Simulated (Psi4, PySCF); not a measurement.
C$_{2}$H$_{2}$F$_{3}$, doublet, at a GFN2-xTB geometry, atoms displaced at random by about 0.03 Å a coordinate. Base run: TPSS/STO-3G, gradient in PySCF.

Here is a job for PySCF.
```python
from pyscf import gto, scf, dft

mol = gto.M(
    atom='''
C     1.46930593   -0.29936017   -0.00729499
C     0.02603663    0.01146099   -0.00554947
F    -0.62716305   -0.64092842   -0.93245009
F    -0.20259050    1.32624464   -0.21793278
F    -0.57269551   -0.36610710    1.13733167
H     1.77050663   -1.36607322    0.02771511
H     2.17896565    0.41266893   -0.07299019
''',
    basis='sto-3g',
    spin=1,
    verbose=4,
)

mf = dft.UKS(mol)
mf.xc = 'tpss'
mf.kernel()
g = mf.nuc_grad_method()
grad = g.kernel()
```

Programs used: Psi4, PySCF; a row that names a program was run with it.

The coordinate followed is z of atom 7.

Each row names what was changed in the base input (with any setting that the change needs).

| change | dE/dx (Eh/bohr) | net force (Eh/bohr) |
|---|---|---|
| base | 0.005658 | 0.000225 |
| density fitting = on; auxbasis_response = off | 0.005661 | 0.003750 |
| finite difference step (bohr) = 0.2; conv_tol = 1e-11 | 0.005190 | - |
| finite difference step (bohr) = 1e-3; conv_tol = 1e-11 | 0.005655 | - |
| density fitting = on | 0.005659 | 0.000225 |
| grids.level = 1; grid_response = on | 0.005636 | 0.000000 |
| conv_tol = 1e-4 | 0.005654 | 0.000225 |
| finite difference step (bohr) = 0.01; conv_tol = 1e-11 | 0.005654 | - |
| conv_tol = 1e-11 | 0.005658 | 0.000225 |
| grids.level = 5; grid_response = on | 0.005658 | 0.000000 |
| code = psi4 | 0.005660 | 0.000425 |
| grids.level = 0; grid_response = off | 0.005836 | 0.067854 |

The net force is zero for an exact gradient.

Open shells are given as the SCF converged; they aren't shown to be the lowest states, and a large step between rows can be another state.
